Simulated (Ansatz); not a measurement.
H2P (SMILES [PH2]), doublet, at a GFN2-xTB geometry; PBE/6-311G** run with Ansatz (an electronic-structure program).

The Ansatz input:
Ansatz 0.2 input:
```yaml
crystal:
  periodic: [false, false, false]
  atoms:
    - {symbol: P, position_ang: [0.00300800, -0.00080054, 0.11434732]}
    - {symbol: H, position_ang: [-0.02238001, 1.00221204, -0.85063528]}
    - {symbol: H, position_ang: [-0.02274002, -0.99020401, -0.86457453]}
basis:
  gaussian:
    orbitals: 6-311G__.json
hamiltonian:
  xc: pbe
magnetization: {spin_polarized: true, initial_magnetization: 1}
```
The basis file holds 6-311G** in the JSON format of the Basis Set Exchange.

### Question
Predict the main parts of the log of this Ansatz run.

### Answer

```
Functional definition: PBE
331 factors; their error is unknown
mean field evaluation 1: about -9314.9817 eV, gradient 9.6e0 eV
mean field evaluation 2: about -9315.3378 eV, gradient 7.7e0 eV
mean field evaluation 4: about -9315.6689 eV, gradient 2.8e-1 eV
mean field evaluation 8: about -9315.6606 eV, gradient 2.6e-3 eV
mean field -9315.66057223 eV, -342.3442116480 hartree, gradient 5.2e-5 eV, S^2 0.753414; 0 other end points of the search recorded, 0 dependent functions left out
reference -9315.66060263 eV, -342.3442127650 hartree; 9, 8 occupied and 30, 31 virtual orbitals, 331 factors
Total energy: -9315.66060263 eV, -342.3442127650 hartree
```
